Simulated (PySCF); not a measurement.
UHF on Ca (calcium, neutral)

Configuration: [Ar] 4p2, high-spin 3P determinant (an excited configuration). Calculation: PySCF 2.14, in aug-cc-pVDZ-X2C; scalar relativity by spin-free X2C-1e.

```json
{
  "Total energy": "-679.475582 hartree",
  "One-electron energy": "-928.3941 hartree",
  "Hartree (Coulomb) energy": "284.3405 hartree",
  "Exchange energy": "-35.4220 hartree",
  "⟨S²⟩": "2.0000",
  "⟨L²⟩": "2.000",
  "Sum of ⟨r⟩": "23.11 bohr",
  "Sum of ⟨r²⟩": "76.93 bohr²",
  "Traceless quadrupole moment −½Σ⟨3z² − r²⟩ along its main axis": "12.3 e·bohr²",
  "Langevin diamagnetic susceptibility": "-60.9 ×10⁻⁶ cm³/mol"
}
```

```
shell  electrons  mean orbital energy (eV)  spread (eV)  rms radius, mean of both spins (bohr)
 1s α          1                   -4087.5            0                                 0.0888
 1s β          1                   -4087.4            0                                 0.0888
 2s α          1                   -464.23            0                                  0.393
 2s β          1                   -464.19            0                                  0.393
 2p α          3                   -373.79        0.025                                  0.362
 2p β          3                   -373.73        0.047                                  0.362
 3s α          1                   -64.074            0                                   1.24
 3s β          1                   -63.923            0                                   1.24
 3p α          3                   -39.106        0.011                                   1.37
 3p β          3                   -38.930        0.218                                   1.37
 4p α          2                    -4.040            0                                   5.54
```

Densities and radii are taken from the X2C orbitals without a picture-change correction, which distorts them close to the nucleus.

Spin-orbit constants ζ (cm⁻¹) from the X2C one-electron operator on these orbitals: bare nucleus, nucleus screened by l(l+1)(2l+1)/3 electrons, and screened by the Breit-Pauli mean field of the electrons.

```
shell   bare  screened nucleus  mean field
   2p  21430             19290       18300
   3p   2084              1875        1764
   4p  83.07             74.76       69.69
```

To first order the Landé constant is A = 34.84 cm⁻¹, so the lowest level has J = 0 and lies 0.00864 eV below the centre of the term. This holds in LS coupling only.
